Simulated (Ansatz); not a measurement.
Consider the ligand exchange at the Si–N bond: `CN([SiH2]F)[SiH](O)O` + `CO[SiH](O)F` → `CO[SiH](F)O[SiH2]F` + `CN[SiH](O)O`.

Program: Ansatz. Geometries: PBE0-D4/def2-TZVP. ΔE: electronic, gas phase. CCSD(T)/CBS adds triple-zeta CCSD(T) − MP2 to the extrapolated MP2 energy (def2 sets, frozen cores). DFT in def2-TZVPP. B3LYP here is the variant with VWN-RPA as its local correlation; programs differ in this. One conformer a species, not always the lowest.

```tsv
level	ΔE (kJ/mol)
r2SCAN-D4	-52.0
PBE0-D4	-49.3
B3LYP-D4	-56.2
ωB97X-V	-52.6
B2PLYP	-57.9
r2SCAN	-52.6
SCS-MP2/def2-QZVPP	-57.3
MP2/CBS(def2)	-52.4
```

(1) What does CCSD(T)/CBS give? (Estimate.)

Largest T1 diagnostic among the species: 0.012.

Answers

(1) The calculation gave: -53.9 kJ/mol. The listed levels differ from it by 1.9, 4.6, -2.3, 1.3, -4.0, 1.3, -3.4, 1.5 kJ/mol.

In def2-TZVPP, CCSD(T) changes the Hartree–Fock value by +24.2 kJ/mol (the triples alone add +4.2 kJ/mol) and MP2 by +25.8 kJ/mol. From PBE to PBE0 (25 % exact exchange), in def2-TZVPP and without D4, ΔE moves by −3.8 kJ/mol.
